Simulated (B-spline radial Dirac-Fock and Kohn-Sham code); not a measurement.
Kohn-Sham estimates against Dirac-Fock for the levels of Hf³⁺

System: hafnium as Hf³⁺, configuration 1s2 2s2 2p6 3s2 3p6 3d10 4s2 4p6 4d10 4f14 5s2 5p6 5d1.

The density-functional columns are spherical, spin-unpolarised Dirac-Kohn-Sham results without Breit or QED terms: −ε is minus the orbital energy of the initial state and ΔSCF the difference of two total energies. The reference in the last column comes from Dirac-Fock energy differences between relaxed states, corrected for Breit and QED terms. All numbers are from a radial atomic solver, in eV; a selection of levels is shown. For the 1s level of heavy atoms much of the gap between ΔSCF and the reference is the Breit and QED part, -318.6 eV here; for other levels the error of the functional can be larger.

```tsv
level	LDA −ε	LDA ΔSCF	PBE −ε	PBE ΔSCF	Dirac-Fock
K	65149.9	65683.9	65205.8	65741.5	65376.6
L1	11159.5	11256.6	11167.5	11264.3	11314.5
L2	10665.4	10790.3	10669.0	10793.8	10775.1
L3	9474.9	9583.2	9477.2	9585.3	9596.7
M1	2563.2	2590.9	2565.5	2593.0	2641.8
M2	2343.1	2372.9	2344.0	2373.7	2404.8
M3	2088.1	2115.2	2088.6	2115.6	2148.9
M4	1713.2	1745.9	1713.0	1745.7	1752.8
M5	1657.5	1689.2	1657.3	1689.0	1698.1
N1	537.6	550.7	538.6	551.7	578.5
N2	447.4	460.4	447.8	460.8	480.9
N3	388.8	401.4	389.4	401.9	422.6
N4	239.9	252.3	240.0	252.3	262.1
N5	229.2	241.4	229.3	241.5	251.4
N6	45.42	56.48	45.05	56.10	51.94
N7	43.67	54.64	43.30	54.26	50.29
O1	94.38	102.9	94.06	102.5	105.3
O2	68.54	76.48	68.18	76.10	74.67
O3	60.50	68.04	60.22	67.74	66.64
O4,5	27.41	33.12	27.10	32.83	31.97
```

**Question.** Order the estimates of the K (1s) level by their distance from the Dirac-Fock value, nearest first.
A. LDA ΔSCF
B. PBE −ε
C. LDA −ε
D. PBE ΔSCF

**Answer.** B (170.9 eV), C (226.7 eV), A (307.3 eV), D (364.9 eV).

An eigenvalue near the reference for a deep level is a cancellation of errors: it lacks relaxation, carries self-interaction and omits Breit and QED terms.

Values without a named source are computed, but for edge energies of neutral atoms, which are taken from tables.
